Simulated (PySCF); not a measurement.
Electron correlation in Ge+ (germanium, charge +1)

[Ar] 3d10 4s2 4p1, 2P determinant. All numbers are calculated (PySCF 2.14, scalar relativity by spin-free X2C-1e, in x2c-SVPall (5s4p3d, 32 functions)). Frozen: [Ar] 3d10; 3 electrons correlated.

MP2 pair energies summed by pair of shells (mhartree):

```tsv
pair	energy	share (%)
4s-4s	-19.01	59.3
4s-4p	-13.04	40.7
```

Total MP2 correlation energy: -32.05 mhartree.

Same-spin part -2.11 and opposite-spin part -29.95 mhartree; SCS-MP2 scales them by 1/3 and 6/5 to -36.64 mhartree.

```
  level  correlation energy (mhartree)
   CCSD                         -46.88
    (T)                          -0.49
CCSD(T)                         -47.37
```

Diagnostics: T1 = 0.0091, D1 = 0.0218, largest double amplitude 0.097.

Question: Is a single reference adequate?

Answer: Mostly. T1 lies below 0.03, but a double amplitude of this size points to a near-degeneracy that CCSD handles and MP2 describes poorly.
